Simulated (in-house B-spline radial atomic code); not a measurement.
A fraction x of an electron is removed from 3p in Cu+, starting from [Ar] 3d10 and keeping the highest spin. Method: non-relativistic TPSSh, spin-polarised, spherical fractional occupations, point nucleus. Calculated with a B-spline radial code for spherical atoms.

Caution: exact exchange at fractional occupations of open shells leaves self-interaction of up to several eV.

| x | E(x) - E(0) (eV) | 3p down level (eV) |
| --- | --- | --- |
| 0 | 0.0000 | -82.120 |
| 0.07 | 5.7837 | -83.131 |
| 0.17 | 14.1705 | -84.614 |
| 0.31 | ? | ? |
| 0.38 | ? | ? |
| 0.5 | 42.9381 | -89.807 |
| 0.57 | 49.2649 | -90.962 |
| 0.64 | 55.6732 | -92.134 |
| 0.87 | 77.3165 | -96.097 |
| 1 | 89.9589 | -98.409 |

What belongs in the row x = 0.31?

An energy change of 26.1660 eV; 3p down at -86.764 eV.

What belongs in the row x = 0.38?

An energy change of 32.2781 eV; 3p down at -87.869 eV.

Check Janak's theorem between x = 0.07 and 0.17.

The slope of the energy is 83.87 eV; the orbital levels give 83.87 eV (-ε of the emptying orbital, averaged over the two points).
